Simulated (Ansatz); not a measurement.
Energy difference R1 → P1 + P2, each structure at its B3LYP-D3(BJ)/def2-TZVP stationary point, reached from a drawn start (curvature not checked).
R1, CH4O (SMILES CO) (charge 0, multiplicity 1):
```xyz
6

C     -0.36216     0.00836     0.01800
O      0.91972    -0.44121    -0.39813
H     -0.50585    -0.09484     1.09940
H     -1.09507    -0.61963    -0.48664
H     -0.54731     1.05046    -0.26566
H      1.59067     0.09697     0.03303
```
P1: CH3O (SMILES C[O]), charge 0, multiplicity 2.
P2: H atom, charge 0, multiplicity 2.

Quantity: the reaction energy.

P less R. No zero-point or thermal terms; singlets are restricted closed shells; open shells are unrestricted.

Frozen-core correlation throughout. CBS(a, b) extrapolates the correlation energy as X⁻³ and adds the Hartree–Fock energy of set b.

Codes used: Ansatz (Gaussian basis) for Hartree–Fock, density functionals and correlated methods. All values are computed, each at the level named.

Costs are ratios of core time to PBE/def2-TZVPP (roughly 7 s), for whole runs (searches for the state included, and forces where a run took them) on one shared machine, so rough; each difference counts from 4.945 eV (MP2/CBS(cc-pVTZ, cc-pVQZ) + ΔCCSD(T)/cc-pVTZ, a level with limits of its own).

```csv
level,basis functions,cost
CCSD(T)/cc-pVDZ,48,×0.6
BLYP/def2-TZVPP,118,×0.9
PBE/def2-TZVPP,118,×1
revPBE/def2-TZVPP,118,×1
B3LYP/def2-TZVPP,118,×1
BHLYP/def2-TZVPP,118,×1
CAM-B3LYP/def2-TZVPP,118,×1
B2PLYP/def2-TZVPP,118,×2
B97M-V/def2-TZVPP,118,×3
MP2/cc-pVQZ,230,×3
wB97X-V/def2-TZVPP,118,×4
CCSD(T)/cc-pVTZ,116,×4
```

**Question.** Which is the cheapest listed level whose difference stays within 0.043 eV?

**Answer.** none of those listed.

**Question.** What does the step from CCSD(T)/cc-pVDZ to CCSD(T)/cc-pVTZ cost and buy?

**Answer.** 48 to 116 functions, cost ×7 (rough); the difference goes from -0.427 to -0.150 eV.

Each difference (eV): CCSD(T)/cc-pVDZ -0.427; BLYP/def2-TZVPP -0.359; PBE/def2-TZVPP -0.322; revPBE/def2-TZVPP -0.436; B3LYP/def2-TZVPP -0.284; BHLYP/def2-TZVPP -0.397; CAM-B3LYP/def2-TZVPP -0.228; B2PLYP/def2-TZVPP -0.190; B97M-V/def2-TZVPP -0.312; MP2/cc-pVQZ 0.137; wB97X-V/def2-TZVPP -0.226; CCSD(T)/cc-pVTZ -0.150.

Ansatz is a program for electronic structure.
